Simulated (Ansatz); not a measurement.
Steps of a relaxation of C₄H₁₅GeNSi (`C[SiH2][N]([GeH3])C(C)C`) with RKS PBE-D4/def2-SVP.

```sh
$ ansatz run in.yaml --threads 4 --pin off --events-out ev --progress --plain --max-ram 66560MiB --backend cuda --devices 0, --max-vram 37GiB
```

```yaml
crystal:
  periodic: [false, false, false]
  atoms:
    - {symbol: C, position_ang: [-1.452400, -1.952200, -0.833800]}
    - {symbol: Si, position_ang: [0.348400, -1.661000, -0.766200]}
    - {symbol: N, position_ang: [0.759600, -0.232100, 0.251100]}
    - {symbol: Ge, position_ang: [0.508700, -0.767300, 2.026700]}
    - {symbol: C, position_ang: [0.040700, 0.992500, -0.100900]}
    - {symbol: C, position_ang: [0.282000, 1.430900, -1.551400]}
    - {symbol: C, position_ang: [0.498300, 2.180000, 0.817400]}
    - {symbol: H, position_ang: [-1.682800, -2.797300, -1.451100]}
    - {symbol: H, position_ang: [-1.902400, -2.019700, 0.220500]}
    - {symbol: H, position_ang: [-1.975600, -1.027500, -1.302200]}
    - {symbol: H, position_ang: [0.968000, -2.875500, -0.206600]}
    - {symbol: H, position_ang: [0.897200, -1.463800, -2.108700]}
    - {symbol: H, position_ang: [0.883900, -2.201200, 2.247900]}
    - {symbol: H, position_ang: [1.165200, 0.150500, 3.042700]}
    - {symbol: H, position_ang: [-1.090100, -0.716400, 2.309900]}
    - {symbol: H, position_ang: [-1.047000, 0.874400, 0.078700]}
    - {symbol: H, position_ang: [-0.202100, 0.743800, -2.253700]}
    - {symbol: H, position_ang: [-0.161000, 2.435800, -1.739600]}
    - {symbol: H, position_ang: [1.374600, 1.433800, -1.760600]}
    - {symbol: H, position_ang: [1.535500, 2.301700, 0.821800]}
    - {symbol: H, position_ang: [-0.004400, 3.137600, 0.444900]}
    - {symbol: H, position_ang: [0.146300, 2.003300, 1.841900]}
basis:
  gaussian: {orbitals: def2-SVP}
hamiltonian: {xc: pbe, dispersion: d4}
relax: {f_tol: 0.03, max_steps: 200}
```

Positions (Å) and forces (eV/Å) along the path, 7 of 26 steps:

```xyz
22
step=1 energy=-70244.3685 eV
C    -1.452   -1.952   -0.834   -1.875    2.334    0.946
Si    0.348   -1.661   -0.766    0.840    0.656    0.307
N     0.760   -0.232    0.251    0.010   -1.176   -0.161
Ge    0.509   -0.767    2.027   -1.547    0.636    0.270
C     0.041    0.993   -0.101    0.690    1.621    0.446
C     0.282    1.431   -1.551   -0.032   -0.114    0.142
C     0.498    2.180    0.817   -3.284    0.008   -0.806
H    -1.683   -2.797   -1.451   -0.474   -1.117   -0.533
H    -1.902   -2.020    0.221    0.411   -0.265   -1.095
H    -1.976   -1.028   -1.302    0.570   -1.118    0.444
H     0.968   -2.876   -0.207    0.417   -0.332    0.314
H     0.897   -1.464   -2.109    0.253    0.077   -0.744
H     0.884   -2.201    2.248    0.458   -0.787   -0.024
H     1.165    0.150    3.043    0.359    0.301    0.270
H    -1.090   -0.716    2.310    0.702    0.085   -0.045
H    -1.047    0.874    0.079   -0.379    0.014   -0.095
H    -0.202    0.744   -2.254   -0.088   -0.305   -0.424
H    -0.161    2.436   -1.740    0.196   -0.172    0.081
H     1.375    1.434   -1.761   -0.147    0.126   -0.038
H     1.536    2.302    0.822    2.430    0.232   -0.098
H    -0.004    3.138    0.445    0.508   -0.809    0.439
H     0.146    2.003    1.842   -0.020    0.104    0.404
22
step=7 energy=-70244.9629 eV
C    -1.478   -2.095   -1.214    0.046   -0.013    0.031
Si    0.299   -1.629   -0.731   -0.059   -0.016   -0.035
N     0.396   -0.263    0.388   -0.003    0.015    0.108
Ge    0.494   -0.630    2.228   -0.038    0.002    0.044
C    -0.096    1.086    0.004   -0.008   -0.056    0.002
C     0.129    1.368   -1.486    0.006    0.014    0.008
C     0.565    2.188    0.842    0.032    0.020   -0.008
H    -1.482   -2.956   -1.917    0.003    0.050    0.049
H    -2.067   -2.377   -0.314    0.042    0.011   -0.064
H    -2.001   -1.251   -1.710    0.010   -0.017    0.004
H     0.943   -2.792   -0.028   -0.005    0.006    0.005
H     1.086   -1.364   -1.991   -0.014   -0.007    0.032
H     0.673   -2.166    2.375   -0.003    0.087   -0.012
H     1.696    0.107    2.905   -0.128   -0.073   -0.083
H    -0.836   -0.186    2.937    0.158   -0.013   -0.087
H    -1.199    1.143    0.192    0.004    0.014    0.000
H    -0.404    0.650   -2.142   -0.002    0.002    0.007
H    -0.243    2.380   -1.742   -0.005   -0.004    0.003
H     1.209    1.320   -1.737   -0.012    0.003    0.003
H     1.667    2.166    0.714   -0.016    0.000   -0.008
H     0.195    3.186    0.530    0.003   -0.019    0.007
H     0.345    2.086    1.924   -0.008   -0.006   -0.006
22
step=18 energy=-70245.0016 eV
C    -1.140   -2.285   -1.383   -0.005   -0.008    0.008
Si    0.436   -1.510   -0.677    0.004    0.043    0.030
N     0.154   -0.209    0.480    0.001    0.009   -0.105
Ge    0.108   -0.637    2.293   -0.089   -0.028    0.041
C    -0.121    1.208    0.149   -0.014    0.016    0.051
C    -0.368    1.426   -1.348    0.006   -0.028   -0.044
C     1.005    2.131    0.651    0.038   -0.051    0.007
H    -0.890   -3.135   -2.052    0.008    0.002    0.006
H    -1.781   -2.670   -0.563    0.014    0.004   -0.006
H    -1.737   -1.556   -1.966   -0.001    0.018   -0.016
H     1.181   -2.575    0.085    0.006   -0.009    0.012
H     1.318   -1.060   -1.815   -0.012   -0.001    0.014
H    -0.276   -2.136    2.421    0.040    0.030    0.012
H     1.466   -0.375    3.008   -0.017   -0.014    0.012
H    -0.997    0.256    2.935    0.056   -0.009   -0.006
H    -1.062    1.510    0.679    0.098   -0.026   -0.037
H    -1.181    0.775   -1.735    0.052    0.043    0.053
H    -0.670    2.476   -1.531    0.003    0.004   -0.009
H     0.548    1.232   -1.947   -0.066    0.009    0.053
H     1.964    1.888    0.139   -0.108    0.022    0.050
H     0.762    3.197    0.461    0.018   -0.018   -0.009
H     1.173    2.021    1.746   -0.033   -0.008   -0.115
22
step=21 energy=-70245.0322 eV
C    -0.978   -2.251   -1.503    0.049    0.052    0.039
Si    0.500   -1.470   -0.606   -0.074    0.065    0.002
N     0.048   -0.205    0.542   -0.002   -0.016   -0.080
Ge   -0.018   -0.637    2.355    0.015    0.051    0.016
C    -0.134    1.227    0.201    0.020   -0.068    0.020
C    -0.600    1.418   -1.249   -0.021   -0.034    0.003
C     1.136    2.047    0.493   -0.020   -0.028   -0.026
H    -0.643   -3.097   -2.139   -0.009    0.008    0.013
H    -1.711   -2.640   -0.763    0.045    0.018   -0.046
H    -1.502   -1.520   -2.153    0.037   -0.027    0.033
H     1.182   -2.539    0.213   -0.018    0.015   -0.018
H     1.494   -0.964   -1.629   -0.041   -0.019    0.052
H    -0.481   -2.112    2.487    0.023    0.017    0.008
H     1.352   -0.447    3.079   -0.028   -0.037   -0.019
H    -1.049    0.333    2.999   -0.013   -0.014   -0.008
H    -0.948    1.624    0.858    0.056   -0.022   -0.040
H    -1.539    0.857   -1.454    0.109    0.062    0.048
H    -0.795    2.492   -1.445    0.009   -0.032   -0.029
H     0.176    1.082   -1.973   -0.083    0.035    0.067
H     1.981    1.694   -0.137   -0.049    0.026    0.033
H     0.975    3.128    0.294    0.005   -0.018   -0.030
H     1.443    1.951    1.556   -0.010   -0.034   -0.040
22
step=22 energy=-70245.0438 eV
C    -0.905   -2.209   -1.563    0.059    0.060    0.068
Si    0.520   -1.451   -0.563   -0.058   -0.004   -0.055
N     0.003   -0.204    0.576    0.029   -0.014   -0.029
Ge   -0.062   -0.625    2.392    0.032   -0.023   -0.029
C    -0.140    1.226    0.223    0.026    0.004   -0.017
C    -0.701    1.404   -1.199    0.040   -0.058    0.017
C     1.182    2.003    0.413   -0.046   -0.095   -0.032
H    -0.539   -3.058   -2.181   -0.009    0.013    0.027
H    -1.691   -2.589   -0.875    0.057    0.021   -0.065
H    -1.371   -1.467   -2.244    0.024   -0.028    0.043
H     1.148   -2.539    0.276   -0.023    0.034   -0.030
H     1.577   -0.933   -1.519   -0.070   -0.022    0.073
H    -0.513   -2.099    2.534   -0.038   -0.019   -0.007
H     1.314   -0.468    3.111   -0.002    0.044    0.006
H    -1.094    0.347    3.029    0.005    0.005    0.005
H    -0.894    1.663    0.927    0.106   -0.016   -0.089
H    -1.678    0.882   -1.317    0.161    0.083    0.036
H    -0.851    2.481   -1.418   -0.010   -0.038   -0.024
H     0.007    1.008   -1.967   -0.126    0.063    0.130
H     1.972    1.606   -0.266   -0.118    0.044    0.092
H     1.054    3.086    0.201   -0.009   -0.033   -0.015
H     1.553    1.908    1.457   -0.030   -0.020   -0.103
22
step=23 energy=-70245.0497 eV
C    -0.871   -2.192   -1.591    0.056    0.052    0.074
Si    0.528   -1.449   -0.545   -0.064    0.019   -0.072
N    -0.010   -0.209    0.592    0.023   -0.020   -0.034
Ge   -0.075   -0.627    2.408   -0.023    0.046   -0.015
C    -0.140    1.221    0.234    0.034    0.076   -0.006
C    -0.738    1.402   -1.170   -0.023   -0.099   -0.019
C     1.197    1.978    0.374   -0.006   -0.102   -0.009
H    -0.491   -3.037   -2.205   -0.007    0.012    0.023
H    -1.678   -2.575   -0.929    0.050    0.017   -0.053
H    -1.316   -1.442   -2.277    0.021   -0.024    0.039
H     1.134   -2.546    0.298   -0.019    0.025   -0.022
H     1.607   -0.919   -1.469   -0.059   -0.029    0.054
H    -0.545   -2.096    2.551    0.028   -0.004    0.008
H     1.293   -0.434    3.133   -0.006   -0.029   -0.006
H    -1.108    0.349    3.039   -0.016    0.007    0.004
H    -0.863    1.680    0.957    0.091   -0.060   -0.091
H    -1.731    0.903   -1.250    0.161    0.080    0.008
H    -0.869    2.481   -1.397   -0.008   -0.053   -0.009
H    -0.066    0.979   -1.956   -0.115    0.075    0.136
H     1.955    1.564   -0.331   -0.092    0.053    0.089
H     1.077    3.061    0.159   -0.006   -0.030   -0.011
H     1.603    1.881    1.404   -0.023   -0.012   -0.087
22
step=26 energy=-70245.0570 eV
C    -0.824   -2.167   -1.617   -0.002    0.000   -0.006
Si    0.535   -1.444   -0.522    0.006   -0.009    0.019
N    -0.021   -0.211    0.609    0.009   -0.013   -0.005
Ge   -0.115   -0.614    2.426    0.002    0.001    0.003
C    -0.129    1.218    0.244   -0.008    0.018    0.005
C    -0.792    1.403   -1.126    0.000    0.001   -0.004
C     1.227    1.939    0.313    0.004    0.000    0.003
H    -0.419   -2.999   -2.230    0.000    0.001   -0.001
H    -1.652   -2.566   -0.996   -0.001    0.001    0.003
H    -1.245   -1.407   -2.305   -0.005    0.002   -0.006
H     1.108   -2.552    0.324    0.002   -0.004    0.006
H     1.641   -0.913   -1.404   -0.002    0.007   -0.010
H    -0.553   -2.093    2.575   -0.001    0.001   -0.003
H     1.241   -0.406    3.170    0.000    0.002    0.001
H    -1.171    0.351    3.034   -0.005   -0.004   -0.003
H    -0.801    1.698    0.994   -0.001    0.002    0.003
H    -1.783    0.909   -1.158   -0.004   -0.002    0.001
H    -0.931    2.479   -1.353    0.001    0.001    0.004
H    -0.163    0.979   -1.938    0.003   -0.004   -0.005
H     1.935    1.514   -0.429    0.003   -0.002   -0.004
H     1.120    3.024    0.103    0.000    0.001    0.000
H     1.685    1.829    1.317    0.000    0.001    0.000
```

It took 30 s on 4 threads of an AMD EPYC 7R13 on a shared host and a share of an NVIDIA H100 80 GB, with 0.86 GiB of host memory at the peak.
